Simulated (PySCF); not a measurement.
C₄H₇NO₂Si.
Bonds: N1–C2, C2–O3 (aromatic), O3–C4 (aromatic), C4–C5 (aromatic), C5–C6 (aromatic), C6–Si7, Si7–O8, C2–C6 (aromatic). Hydrogens: H9, H10 on N1; H11 on C4; H12 on C5; H13, H14 on Si7; H15 on O8.

Definitions: NICS(0) = −σiso at the ring centroid; NICS(1) = −σiso and NICS(1)zz = −σzz at ±1 Å along the ring normal z. Level: GIAO PBE0/pcSseg-1 (PySCF, non-relativistic, gas phase) on the GFN2-xTB geometry, one conformer.

Ring bond lengths (Å), with Mayer bond orders in brackets: C2–O3 1.346 (1.09), O3–C4 1.363 (1.02), C4–C5 1.352 (1.66), C5–C6 1.428 (1.22), C6–C2 1.374 (1.50).

Give the NICS values of each ring in ppm.

| ring | type | NICS(0) | NICS(1), two faces | NICS(1)zz, two faces | rms pucker (Å) | centre to ring atoms, mean (Å) |
| --- | --- | --- | --- | --- | --- | --- |
| C2–O3–C4–C5–C6 | 5-membered ring with O; formal bonds all aromatic | -10.9 | -8.8 / -8.7 | -21.8 / -21.5 | 0.00 | 1.17 |

What can be read from them?

- C2–O3–C4–C5–C6: mean NICS(1)zz -21.7 ppm, shielded, aromatic by this magnetic criterion (flat ring, no four-coordinate atom).

How equal are the bonds by HOMA? HOMA = 1 − mean of α(R − Ropt)² over the ring bonds, with Krygowski's 1993 parameters (CC: Ropt 1.388 Å, α 257.7 Å⁻²; CO: Ropt 1.265 Å, α 157.38 Å⁻²).

- C2–O3–C4–C5–C6: HOMA 0.33; the largest term is that of O3–C4, α(R − Ropt)² = 1.50.

Give the inner angles of the rings and the Hirshfeld charges of the ring atoms.

- C2–O3–C4–C5–C6: C2 111.8° (+0.116 e), O3 106.4° (-0.075 e), C4 110.3° (-0.020 e), C5 107.4° (-0.094 e), C6 104.2° (-0.183 e); sum 540.0° against 540° for a flat convex ring.

How shielded are the nuclei of the rings and their hydrogens (means over atoms taken as equivalent)?

```json
{"atoms": "C2", "environment": "aromatic carbon bearing nitrogen", "σ isotropic (ppm)": "17.9", "principal values of the symmetric part, first atom (ppm)": "-60.0, 29.5, 84.1"}
{"atoms": "O3", "environment": "furan-type oxygen", "σ isotropic (ppm)": "50.9", "principal values of the symmetric part, first atom (ppm)": "-64.9, 13.2, 204.5"}
{"atoms": "C4", "environment": "aromatic CH next to a ring oxygen", "σ isotropic (ppm)": "50.1", "principal values of the symmetric part, first atom (ppm)": "-24.4, 70.0, 104.6"}
{"atoms": "C5", "environment": "aromatic CH carbon", "σ isotropic (ppm)": "67.0", "principal values of the symmetric part, first atom (ppm)": "-25.0, 69.1, 156.9"}
{"atoms": "C6", "environment": "substituted aromatic carbon", "σ isotropic (ppm)": "99.7", "principal values of the symmetric part, first atom (ppm)": "51.8, 84.8, 162.4"}
{"atoms": "H11", "environment": "aromatic hydrogen", "σ isotropic (ppm)": "24.79", "principal values of the symmetric part, first atom (ppm)": "22.1, 25.3, 27.0"}
{"atoms": "H12", "environment": "aromatic hydrogen", "σ isotropic (ppm)": "25.46", "principal values of the symmetric part, first atom (ppm)": "23.6, 26.1, 26.7"}
```

The run took 47 s on one thread of an Arm Neoverse N1, on a shared host, and the process peaked at 0.81 GiB of memory. This is the whole shielding run at PBE0/pcSseg-1, SCF included.

Shape of the structure used: `[NH2:1][c:2]1[o:3][cH:4][cH:5][c:6]1[SiH2:7][OH:8]`: C5–C6–Si7–O8 167°, H–N1–C2–O3 156°, H–N1–C2–O3 23°, H–O8–Si7–C6 -62°.
